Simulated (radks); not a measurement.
Values are calculated unless marked as measured or tabulated.
All-electron atom: the silicon ion Si5.75+ in 1s(up 1, down 0.25) 2s2 2p5 (fractional occupations, a model configuration). Code: a radial shooting solver on a logarithmic mesh with Libxc functionals. Model: scalar-relativistic Kohn-Sham, PBE, spin-polarised, spherical densities, point nucleus; open shells are filled with parallel spins first.

Unscreened Slater integrals over Kohn-Sham orbitals (eV). They are taken over the spin-up orbitals.

F0(2p,2p): 53.183
F2(2p,2p): 24.795
F0(2p,2s): 49.623
G1(2p,2s): 29.069
F0(2p,1s): 73.813
G1(2p,1s): 11.428
F0(2s,2s): 47.282
F0(2s,1s): 66.585
G0(2s,1s): 5.7002
F0(1s,1s): 234.63

Derived for the open shells (J is the average intra-shell exchange parameter used in DFT+U). 2p: J = F2/5 = 4.959 eV.
